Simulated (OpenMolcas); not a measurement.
**Multiconfigurational calculation on Pd4+**

Input:

```
&GATEWAY
Coord
1

Pd 0.0 0.0 0.0
Basis=ANO-RCC-VQZP
Group=XYZ
NoMove
AngMom=0.0 0.0 0.0
AMFI
&SEWARD
* reference wave functions (RASSCF and RASSI steps not shown): 6 electrons in 5 orbitals (4d)
>>> COPY JOB001 $Project.JobIph
&CASPT2
Multistate=5 1 2 3 4 5
Frozen=8 6
IPEA=0.5
Imaginary=0.1
MaxIter=60
WThr=0.0 0.3 0.05
PrWF=0.5
NoMix
>>> COPY JOB002 $Project.JobIph
&CASPT2
Multistate=45 1 2 3 4 5 6 7 8 9 10 11 12 13 14 15 16 17 18 19 20 21 22
23 24 25 26 27 28 29 30 31 32 33 34 35 36 37 38 39 40 41 42 43 44 45
Frozen=8 6
IPEA=0.5
Imaginary=0.1
MaxIter=60
WThr=0.0 0.3 0.05
PrWF=0.5
NoMix
>>> COPY JOB003 $Project.JobIph
&CASPT2
Multistate=50 1 2 3 4 5 6 7 8 9 10 11 12 13 14 15 16 17 18 19 20 21 22
23 24 25 26 27 28 29 30 31 32 33 34 35 36 37 38 39 40 41 42 43 44 45 46
47 48 49 50
Frozen=8 6
IPEA=0.5
Imaginary=0.1
MaxIter=60
WThr=0.0 0.3 0.05
PrWF=0.5
NoMix
```

Launched by
```bash
OMP_NUM_THREADS=1 MOLCAS_MEM=1689 MOLCAS_PROJECT=a pymolcas a.inp > a.log  # once for each step of the input, in one work folder
```

Output, cut to the results:

```
--- CASPT2 ---
Orbital specifications:
      -----------------------

      Symmetry species                           1   2
                                                ag  au
      Frozen orbitals                            8   6
      Inactive orbitals                          1   3
      Active orbitals                            5   0
      Secondary orbitals                        37  44
      Deleted orbitals                           0   0
      Number of basis functions                 51  53
Type of calculation                        MS-CASPT2
      Fock operator                              state-specific
      IPEA shift                                 0.50
      Real shift                                 0.00
      Imaginary shift                            0.10
      The input orbitals will be transformed to quasi-canonical
Reference energy:       -5038.1939918402
      E2 (Non-variational):      -0.4613343134
      Shift correction:          -0.0000929651
      E2 (Variational):          -0.4614272785
      Total energy:           -5038.6554191186
      Residual norm:              0.0000000628
      Reference weight:           0.94409
      Contributions to the CASPT2 correlation energy
      Active & Virtual Only:         -0.1195345810
      One Inactive Excited:          -0.2299810818
      Two Inactive Excited:          -0.1118186506
Reference energy:       -5038.1939918402
      E2 (Non-variational):      -0.4613396362
      Shift correction:          -0.0000930055
      E2 (Variational):          -0.4614326417
      Total energy:           -5038.6554244819
      Residual norm:              0.0000000632
      Reference weight:           0.94409
      Contributions to the CASPT2 correlation energy
      Active & Virtual Only:         -0.1195399507
      One Inactive Excited:          -0.2299810156
      Two Inactive Excited:          -0.1118186699
::    CASPT2 Root  1     Total energy:  -5038.65541912
::    CASPT2 Root  2     Total energy:  -5038.65542448
::    CASPT2 Root  3     Total energy:  -5038.65543908
::    CASPT2 Root  4     Total energy:  -5038.65539771
::    CASPT2 Root  5     Total energy:  -5038.65544132
::    MS-CASPT2 Root  1     Total energy:  -5038.65546123
::    MS-CASPT2 Root  2     Total energy:  -5038.65545467
::    MS-CASPT2 Root  3     Total energy:  -5038.65542326
::    MS-CASPT2 Root  4     Total energy:  -5038.65539710
::    MS-CASPT2 Root  5     Total energy:  -5038.65538544
--- CASPT2 ---
Orbital specifications:
      -----------------------

      Symmetry species                           1   2
                                                ag  au
      Frozen orbitals                            8   6
      Inactive orbitals                          1   3
      Active orbitals                            5   0
      Secondary orbitals                        37  44
      Deleted orbitals                           0   0
      Number of basis functions                 51  53
Type of calculation                        MS-CASPT2
      Fock operator                              state-specific
      IPEA shift                                 0.50
      Real shift                                 0.00
      Imaginary shift                            0.10
      The input orbitals will be transformed to quasi-canonical
Reference energy:       -5038.0968139500
      E2 (Non-variational):      -0.4691857864
      Shift correction:          -0.0000943533
      E2 (Variational):          -0.4692801398
      Total energy:           -5038.5660940898
      Residual norm:              0.0000007972
      Reference weight:           0.94307
      Contributions to the CASPT2 correlation energy
      Active & Virtual Only:         -0.1198822813
      One Inactive Excited:          -0.2418835132
      Two Inactive Excited:          -0.1074199920
Reference energy:       -5038.0968139500
      E2 (Non-variational):      -0.4695198550
      Shift correction:          -0.0000945063
      E2 (Variational):          -0.4696143613
      Total energy:           -5038.5664283114
      Residual norm:              0.0000007997
      Reference weight:           0.94298
      Contributions to the CASPT2 correlation energy
      Active & Virtual Only:         -0.1200269075
      One Inactive Excited:          -0.2419905405
      Two Inactive Excited:          -0.1075024071
::    CASPT2 Root  1     Total energy:  -5038.56609409
::    CASPT2 Root  2     Total energy:  -5038.56642831
::    CASPT2 Root  3     Total energy:  -5038.56633414
::    CASPT2 Root  4     Total energy:  -5038.56616497
::    CASPT2 Root  5     Total energy:  -5038.56618965
::    CASPT2 Root  6     Total energy:  -5038.56604338
::    CASPT2 Root  7     Total energy:  -5038.56623682
::    CASPT2 Root  8     Total energy:  -5038.56619350
::    CASPT2 Root  9     Total energy:  -5038.56629694
::    CASPT2 Root 10     Total energy:  -5038.56621288
::    CASPT2 Root 11     Total energy:  -5038.56635623
::    CASPT2 Root 12     Total energy:  -5038.56046204
::    CASPT2 Root 13     Total energy:  -5038.56045350
::    CASPT2 Root 14     Total energy:  -5038.56046051
::    CASPT2 Root 15     Total energy:  -5038.55601354
::    CASPT2 Root 16     Total energy:  -5038.55606058
::    CASPT2 Root 17     Total energy:  -5038.55633195
::    CASPT2 Root 18     Total energy:  -5038.55603408
::    CASPT2 Root 19     Total energy:  -5038.55631180
::    CASPT2 Root 20     Total energy:  -5038.55619737
::    CASPT2 Root 21     Total energy:  -5038.55611313
::    CASPT2 Root 22     Total energy:  -5038.54828196
::    CASPT2 Root 23     Total energy:  -5038.54844119
::    CASPT2 Root 24     Total energy:  -5038.54845676
::    CASPT2 Root 25     Total energy:  -5038.54811842
::    CASPT2 Root 26     Total energy:  -5038.54839935
::    CASPT2 Root 27     Total energy:  -5038.54825486
::    CASPT2 Root 28     Total energy:  -5038.54823955
::    CASPT2 Root 29     Total energy:  -5038.54805645
...
```

Levels above the lowest, from the spin-orbit matrix with the multistate effective Hamiltonian, averaged by term, added to it:

| Configuration | Term | J | E (cm-1) | g | Term weight % | Second |
| --- | --- | --- | --- | --- | --- | --- |
| 4d6 | 5D | 4 | 0.0 | 1.496 | 98 | 2 3F(1) |
| 4d6 | 5D | 3 | 1997 | 1.497 | 99 |  |
| 4d6 | 5D | 2 | 3070 | 1.498 | 97 | 2 3P(1) |
| 4d6 | 5D | 1 | 3820 | 1.499 | 97 | 2 3P(1) |
| 4d6 | 5D | 0 | 4170 |  | 97 | 3 3P(1) |
| 4d6 | 3H | 4 | 20150 | 0.997 | 42 | 26 3F(1) |
| 4d6 | 3P(1) | 2 | 20320 | 1.482 | 93 | 3 3D |
| 4d6 | 3H | 6 | 20540 | 1.161 | 96 | 4 1I |
| 4d6 | 3H | 5 | 20880 | 1.072 | 77 | 23 3G |
| 4d6 | 3F(1) | 3 | 23260 | 1.012 | 76 | 23 3G |
| 4d6 | 3F(1) | 4 | 23430 | 1.036 | 50 | 47 3H |
| 4d6 | 3F(1) | 2 | 24090 | 0.684 | 95 | 4 1D(1) |
| 4d6 | 3P(1) | 1 | 25870 | 1.437 | 91 | 6 3D |
| 4d6 | 3G | 5 | 25910 | 1.162 | 77 | 23 3H |
| 4d6 | 3P(1) | 0 | 26720 |  | 80 | 17 1S(1) |
| 4d6 | 3G | 4 | 27430 | 1.066 | 76 | 14 3F(1) |
| 4d6 | 3G | 3 | 27950 | 0.830 | 76 | 23 3F(1) |
| 4d6 | 3D | 2 | 30860 | 1.167 | 88 | 6 1D(1) |
| 4d6 | 3D | 1 | 31370 | 0.569 | 93 | 7 3P(1) |
| 4d6 | 3D | 3 | 31500 | 1.325 | 96 |  |
| 4d6 | 1I | 6 | 31710 | 1.007 | 96 | 4 3H |
| 4d6 | 1G(1) | 4 | 34460 | 1.008 | 86 | 8 3F(1) |
| 4d6 | 1D(1) | 2 | 38650 | 1.011 | 86 | 6 3D |
| 4d6 | 1S(1) | 0 | 38770 |  | 75 | 15 3P(1) |

CASPT2 does not keep the components of a term degenerate, so their means are used; among the terms shown or strongly mixed into the levels shown the widest spread is 2900 cm-1 (4d6 1I). The CASPT2 spread within a term exceeds the gap to the next term for 4d6 1I and 4d6 3D, so the order of their levels is uncertain. Only configurations of the active space appear. The table shows the lowest 24 of 34 levels.

The CASPT2 steps took 51 s on 1 thread of Arm Neoverse V1, on a shared host; the integral step is not counted.

The term weight is that of the spin-free term in the level, not the purity of its configuration. A number in round brackets counts repeated terms of one configuration in the order of the reference energies.
